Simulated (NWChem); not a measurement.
# CH₄GeOS, singlet; SMILES [SH][Ge][O]C

```xyz
8

Ge     0.6596     0.0053    -0.0001
O     -0.7699    -1.1157    -0.0011
C     -0.5953    -2.5187     0.0007
H     -1.0750    -2.9603     0.9022
H     -1.0855    -2.9633    -0.8936
H      0.4761    -2.8353    -0.0050
S     -0.6349     1.8717     0.0002
H      0.4644     2.6784     0.0000
```
Atoms are numbered in this order, from 1.

Program: NWChem. Medium grid unless said otherwise, to which SCAN and Minnesota functionals are sensitive. Low-valent species are run as closed-shell singlets; no triplet was tried in these runs. The geometry was optimised at PBE-D3(BJ)/def2-SVP. Hybrids' shares of exact exchange are those that their runs print; pure functionals count as 0. The functionals differ in more than this share.

```csv
row,share of exact exchange,orbital gap (eV)
PBE/def2-SVP,0.00,3.27
N12/def2-SVP,0.00,3.31
B3LYP/def2-SVP,0.20,4.71
B3PW91/def2-SVP,0.20,4.75
M06/def2-SVP,0.27,5.06
PW6B95/def2-SVP,0.28,5.24
MPW1K/def2-SVP,0.43,withheld
M06-2X/def2-SVP,0.54,7.06
M05-2X/def2-SVP,0.56,7.19
```

Task: Fit a straight line of the last column on the one before it, predict the withheld value, and compare with the run.

Result: 
1. Means of the 8 shown rows: x = 0.256, y = 5.074. Slope Σ(x − x̄)(y − ȳ)/Σ(x − x̄)² = 2.163/0.3112 = 6.951; intercept 3.293.
2. The shown rows scatter about the line by 0.048 (root mean square); the largest residual is -0.11, at M06/def2-SVP.
3. At x = 0.43 (MPW1K/def2-SVP; inside the shown range) the line gives 6.28.
4. The run gives 6.42, +0.14 from the line, 2.9 times the scatter.
